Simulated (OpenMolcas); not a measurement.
**Os6+: the spin-orbit constant, worked from levels**

```yaml
Program: OpenMolcas 26.06
Basis: ANO-RCC-VQZP [9s8p6d4f3g2h]
Scalar_Hamiltonian: DKH2, point nucleus
Active_space: 2 electrons in 5 orbitals (5d)
State_averaging: 2S+1 = 3 even, 10 roots; 2S+1 = 1 even, 15 roots
Spin-orbit_coupling: RASSI with atomic mean-field integrals over the reference wave functions, term energies averaged over their components
```

Methods: CASSCF; SS-CASPT2, IPEA 0.25 Eh, imaginary shift 0.1 Eh (closed shells correlated: 5s 5p).

**The spin-orbit constant.** For the Hund term ³F of d2, E(J) = (A/2) J(J+1) + constant and ζ = 2S·A = 2A. From J = 2 to J = 4 the energy changes by 7 A.

| Source | E(4) - E(2) | A | ζ |
| --- | --- | --- | --- |
| CASSCF | 17755.9 | 2536.6 | 5073 |
| SS-CASPT2 | 17773.4 | 2539.1 | 5078 |

All in cm-1. Both methods take the spin-orbit matrix elements from the reference wave functions, so the second can move ζ only through the term energies and any multistate remixing. Second-order mixing with other terms is absorbed into this ζ.

CASPT2 does not keep the components of a term degenerate, so their means are used; among the terms shown or strongly mixed into the levels shown the widest spread is 590 cm-1 (5d² ¹G, SS-CASPT2). Without dynamic correlation excited terms often stand tens of per cent too high (terms of higher spin than the ground term too low), and those without a measured partner can miss by more than the paired ones (holds for CASSCF). Only configurations of the active space appear.
